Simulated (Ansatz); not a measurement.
Geometry optimisation, RKS PBE0-D4/def2-SVP in Ansatz.

input.yaml

```yaml
crystal:
  periodic: [false, false, false]
  atoms:
    - { symbol: Al, position_ang: [0.0, 0.0, 0.0] }
    - { symbol: H, position_ang: [0.0, 0.0, 1.91] }
    - { symbol: H, position_ang: [1.351, 0.0, -0.78] }
    - { symbol: H, position_ang: [-1.351, 0.0, -0.78] }
    - { symbol: Br, position_ang: [0.1133, -2.5693, 0.8545] }
    - { symbol: H, position_ang: [0.0424, -0.9624, 2.0002] }
basis:
  gaussian: { orbitals: def2-SVP }
hamiltonian:
  xc: pbe0
  dispersion: d4
relax:
  f_tol: 0.15
  max_steps: 25
  restrain:
    - { distance: [0, 4], at: 3.61, k: 30.0 }
    - { distance: [5, 1], at: 1.86, k: 30.0 }
    - { distance: [0, 1], at: 1.56, k: 30.0 }
    - { distance: [5, 4], at: 1.55, k: 30.0 }
output:
  orbitals: {}
```

Command:

```bash
$ ansatz run input.yaml --threads 1 --pin off --max-ram 2048MiB --backend cpu --events-out ev --progress --plain --runs-dir out
```

**Question.** Where does it end, and by what steps?

**Answer.** The forces met the threshold. The restraints hold the end off the free minimum. After 5 steps the energy has fallen by 0.202 eV (the restraints' own energy left out); Br5 moved furthest, 0.75 Å. Parted: Al1–Br5 (2.71 → 3.60 Å). Joined: Br5–H6 (1.97 → 1.51 Å).

| step | energy less start (eV) | largest force component (eV/Å) | accepted |
| --- | --- | --- | --- |
| 0 | 0.0000 | 2.593 | yes |
| 1 | 0.3730 | 1.866 | yes |
| 2 | 0.2299 | 2.258 | yes |
| 3 | 0.0518 | 1.606 | yes |
| 4 | -0.1658 | 1.540 | yes |
| 5 | -0.2023 | 1.405 | yes |

```xyz
6
Properties=species:S:1:pos:R:3
Al -0.006 0.250 -0.052
H 0.000 0.244 1.522
H 1.379 0.310 -0.813
H -1.398 0.260 -0.804
Br 0.112 -3.019 1.459
H 0.069 -1.578 1.893
```

Run time: 15 s on 1 thread of Arm Neoverse V1 (shared host), peak memory 0.13 GiB.
